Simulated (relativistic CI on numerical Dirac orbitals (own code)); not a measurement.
## Charge states of titanium

Method of calculation: Dirac-Coulomb-Breit CI, separate exchange-only KLI orbitals for each configuration, model QED, valence Slater integrals scaled by 0.9 (own radial code, finite nucleus).

Each species is treated in one configuration, given outside its closed core. Radial values are for the open shell of highest l, unscaled and averaged over j; ζ includes the Breit term. Labels give the leading LS character, summed over repeated terms.

```tsv
Ion	Configuration	Its lowest level	LS weight (%)	ζ (cm⁻¹)	g_J	g√(J(J+1))	⟨r⟩ (bohr)	⟨r²⟩ (bohr²)
Ti	3d²4s²	³F2	100	100.2	0.666	1.63	1.602	3.502
Ti⁺	3d²4s	⁴F3/2	100	100.9	0.398	0.77	1.51	2.985
Ti²⁺	3d²	³F2	100	104.8	0.666	1.63	1.408	2.499
Ti³⁺	3d	²D3/2	100	138.3	0.799	1.55	1.253	1.929
Ti⁴⁺	3s²3p⁶	¹S0	100			0.00		
Ti⁵⁺	3s²3p⁵	²P°3/2	100	3923	1.334	2.58	0.9987	1.156
Ti⁶⁺	3s²3p⁴	³P2	99	4203	1.494	3.66	0.9698	1.087
Ti⁷⁺	3s²3p³	⁴S°3/2	99	4491	1.997	3.87	0.9431	1.026
Ti⁸⁺	3s²3p²	³P0	99	4789		0.00	0.9184	0.9714
Ti⁹⁺	3s²3p	²P°1/2	100	5096	0.665	0.58	0.8955	0.9227
Ti¹⁰⁺	3s²	¹S0	100			0.00		
Ti¹¹⁺	3s	²S1/2	100		2.001	1.73	0.8497	0.8198
Ti¹²⁺	2s²2p⁶	¹S0	100			0.00		
Ti¹³⁺	2s²2p⁵	²P°3/2	100	31330	1.332	2.58	0.2769	0.09365
Ti¹⁴⁺	2s²2p⁴	³P2	95	32980	1.472	3.61	0.2707	0.08922
Ti¹⁵⁺	2s²2p³	⁴S°3/2	96	34690	1.973	3.82	0.2648	0.08515
Ti¹⁶⁺	2s²2p²	³P0	96	36470		0.00	0.2592	0.08143
Ti¹⁷⁺	2s²2p	²P°1/2	100	38320	0.662	0.57	0.254	0.07803
Ti¹⁸⁺	2s²	¹S0	100			0.00		
Ti¹⁹⁺	2s	²S1/2	100		1.999	1.73	0.2866	0.09596
Ti²⁰⁺	1s²	¹S0	100			0.00
```

At low charge ζ of a weakly bound d or f electron comes out too small.
